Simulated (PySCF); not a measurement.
# Dipole response of Ni³⁺ (nickel, charge +3)

[Ar] 3d7, high-spin 4F determinant. All numbers are calculated (PySCF 2.14, no relativity, point nucleus, in aug-cc-pVTZ). Coupled (time-dependent) response in atomic units; α is the mean over directions.

```
method  mean α (bohr³)  C₆ (like pair)   S(−4)
   UHF           1.483           3.465  0.6234
   PBE           1.745           4.151   1.056
  PBE0           1.657           3.919  0.8912
```

S(−4) is the Cauchy moment in α(ω) = α(0) + S(−4) ω² + …

α(iu) at PBE0:

```
u (hartree)  α(iu) (bohr³)
          0          1.657
     0.0500          1.654
      0.100          1.648
      0.200          1.622
      0.300          1.583
      0.500          1.479
      0.750          1.331
       1.00          1.191
       1.50         0.9579
       2.00         0.7806
       3.00         0.5414
       5.00         0.3001
```

For an ion, C₆ is the dispersion term alone; charge-induced terms of lower order in 1/R come first.
